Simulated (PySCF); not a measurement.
# State search for AgBr

Unrestricted PBE0; PySCF, scalar-relativistic core potentials, basis sets Ag cc-pVDZ-PP with ECP28, Br cc-pVDZ-PP with ECP10. Outer shells of the fragments: Ag 4d10 5s1; Br 3d10 4s2 4p5.

Followed along the bond (rough minima from three points):

| 2Ms+1 | unpaired | ⟨S²⟩ at the start | R at minimum (Å) | Te (eV) |
| --- | --- | --- | --- | --- |
| 1 | none | 0.00 | 2.42 | 0.00 |
| 3 | σ ↑, π ↑ | 2.00 | none in the scan | ≤ 2.81 |

Solutions found at the starting distance of 2.450 Å, counted from the lowest of them; the search is not exhaustive and high or unbound solutions are not listed, so other states can lie among these:

```json
{"2Ms+1": "1", "unpaired": "none", "term": "¹Σ⁺", "E (eV)": "0.00", "⟨S²⟩": "0.00", "⟨Lz²⟩": "0.00", "μ (D)": "-5.42"}
{"2Ms+1": "3", "unpaired": "σ ↑, π ↑", "term": "³Π", "E (eV)": "2.90", "⟨S²⟩": "2.00", "⟨Lz²⟩": "1.00", "μ (D)": "1.59"}
{"2Ms+1": "3", "unpaired": "σ ↑↑", "term": "³Σ⁺", "E (eV)": "2.96", "⟨S²⟩": "2.00", "⟨Lz²⟩": "0.00", "μ (D)": "-0.18"}
{"2Ms+1": "1", "unpaired": "σ ↓, π ↑", "term": "mixed", "E (eV)": "2.98", "⟨S²⟩": "1.00", "⟨Lz²⟩": "1.00", "μ (D)": "1.73"}
{"2Ms+1": "3", "unpaired": "σ ↑, δ ↑", "term": "³Δ", "E (eV)": "5.03", "⟨S²⟩": "2.00", "⟨Lz²⟩": "4.00", "μ (D)": "-3.04"}
{"2Ms+1": "1", "unpaired": "σ ↓, δ ↑", "term": "mixed", "E (eV)": "5.17", "⟨S²⟩": "1.01", "⟨Lz²⟩": "4.00", "μ (D)": "-2.77"}
{"2Ms+1": "3", "unpaired": "π ↑↑", "term": "mixed", "E (eV)": "5.90", "⟨S²⟩": "2.01", "⟨Lz²⟩": "2.01", "μ (D)": "1.44"}
{"2Ms+1": "3", "unpaired": "π ↑↑", "term": "mixed", "E (eV)": "6.03", "⟨S²⟩": "2.01", "⟨Lz²⟩": "2.01", "μ (D)": "1.52"}
{"2Ms+1": "3", "unpaired": "π ↑↑", "term": "³Σ⁻", "E (eV)": "7.89", "⟨S²⟩": "2.01", "⟨Lz²⟩": "0.00", "μ (D)": "4.86"}
{"2Ms+1": "3", "unpaired": "π ↑↑", "term": "mixed", "E (eV)": "8.45", "⟨S²⟩": "2.00", "⟨Lz²⟩": "2.01", "μ (D)": "3.65"}
{"2Ms+1": "5", "unpaired": "σ ↑↑, π ↑↑", "term": "mixed", "E (eV)": "9.57", "⟨S²⟩": "6.00", "⟨Lz²⟩": "2.10", "μ (D)": "4.91"}
```

A term symbol is given only where ⟨S²⟩ and ⟨Lz²⟩ are close to those of a pure state; real π, δ and φ orbitals otherwise mix terms. A positive dipole means Ag(−)Br(+).

Spin–orbit coupling is left out. Counting both spins, an empty level lies below a filled one in some of these solutions, because spin and occupation are held.
